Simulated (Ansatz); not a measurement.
Consider the formal exchange of groups at a Ti–Cl bond: `[F][Ti]12345678([Cl])([C@H]9[C@@H]1[C@@H]2[C@@H]3[C@H]94)[C@H]1[C@@H]5[C@@H]6[C@@H]7[C@H]18` + CH₄ → `[CH3][Ti]12345678([F])([C@H]9[C@@H]1[C@@H]2[C@@H]3[C@H]94)[C@H]1[C@@H]5[C@@H]6[C@@H]7[C@H]18` + HCl.

Gas-phase electronic energies from Ansatz, PBE0-D4/def2-TZVP geometries. CCSD(T)/CBS is the MP2 limit (def2-TZVPP, def2-QZVPP) plus CCSD(T) − MP2 in def2-TZVPP, frozen cores. This one scheme is used for every species. DFT in def2-TZVPP. HSE06 is defined as in plane-wave codes. For Ti outer-core shells are correlated without core-valence functions, which leaves a few kJ/mol of doubt a bond. Scalar relativity is left out up to krypton.

`[F][Ti]12345678([Cl])([C@H]9[C@@H]1[C@@H]2[C@@H]3[C@H]94)[C@H]1[C@@H]5[C@@H]6[C@@H]7[C@H]18`:

```xyz
23

F     0.433    0.670   -2.119
Ti    0.446    0.069   -0.407
Cl    2.724   -0.378   -0.262
C    -0.675   -1.674   -1.638
C    -1.522   -1.216   -0.610
C    -0.933   -1.576    0.629
C     0.296   -2.189    0.359
C     0.456   -2.246   -1.050
C    -1.042    1.403    0.865
C    -0.525    2.232   -0.144
C     0.858    2.378    0.076
C     1.192    1.659    1.238
C     0.028    1.040    1.722
H    -0.817   -1.500   -2.693
H    -2.467   -0.712   -0.745
H    -1.349   -1.391    1.606
H     1.017   -2.525    1.088
H     1.328   -2.611   -1.569
H    -2.072    1.100    0.971
H    -1.073    2.618   -0.989
H     1.552    2.890   -0.573
H     2.182    1.548    1.648
H    -0.036    0.410    2.595
```

CH₄:

```xyz
5

C     0.000    0.000    0.000
H    -0.013    0.475   -0.980
H     0.559    0.623    0.698
H     0.476   -0.977   -0.076
H    -1.022   -0.120    0.359
```

`[CH3][Ti]12345678([F])([C@H]9[C@@H]1[C@@H]2[C@@H]3[C@H]94)[C@H]1[C@@H]5[C@@H]6[C@@H]7[C@H]18`:

```xyz
26

C    -0.364   -0.579   -2.104
Ti    0.297   -0.301   -0.073
F     1.602   -1.556   -0.185
C    -1.274   -2.076    0.365
C    -2.015   -0.884    0.185
C    -1.682   -0.008    1.229
C    -0.714   -0.647    2.042
C    -0.492   -1.934    1.517
C     2.090    1.122    0.608
C     0.899    1.718    1.060
C     0.139    2.087   -0.070
C     0.870    1.726   -1.218
C     2.073    1.128   -0.799
H    -0.738   -1.598   -2.211
H     0.511   -0.462   -2.749
H    -1.140    0.113   -2.440
H    -1.270   -2.925   -0.300
H    -2.706   -0.683   -0.617
H    -2.080    0.984    1.378
H    -0.253   -0.238    2.928
H     0.234   -2.646    1.877
H     2.855    0.680    1.228
H     0.614    1.863    2.090
H    -0.830    2.562   -0.062
H     0.558    1.877   -2.238
H     2.815    0.678   -1.441
```

HCl:

```xyz
2

Cl   -0.599   -0.079    0.209
H     0.599    0.079   -0.209
```

CCSD(T)/CBS gives +174.4 kJ/mol.

(1) Another level gave +179.7 kJ/mol. Which?
A. CCSD/def2-TZVPP
B. CCSD(T)/def2-TZVPP
C. r2SCAN-D4/def2-TZVPP
D. HSE06/def2-TZVPP

Largest T1 diagnostic among the species: 0.018.

Results:

(1) D. HSE06 179.7, r2SCAN-D4 185.5, CCSD(T)/def2-TZVPP 172.3, CCSD/def2-TZVPP 164.4 kJ/mol.

In def2-TZVPP, CCSD(T) changes the Hartree–Fock value by −17.4 kJ/mol (the triples alone add +7.9 kJ/mol) and MP2 by −6.4 kJ/mol. From r2SCAN to r2SCAN0 (25 % exact exchange), in def2-TZVPP and without D4, ΔE moves by −3.3 kJ/mol. Leaving LDA and LC-ωPBE aside and taking each functional with its dispersion term where it has one, the values, not all of them listed here, spread over 16.7 kJ/mol, from ωB97M-V to B97M-V. LDA lies −4.5 kJ/mol from PBE without D4.

CCSD(T)/CBS has its own doubt, a few kJ/mol and more with outer-core shells, so smaller differences from it don't rank the levels.
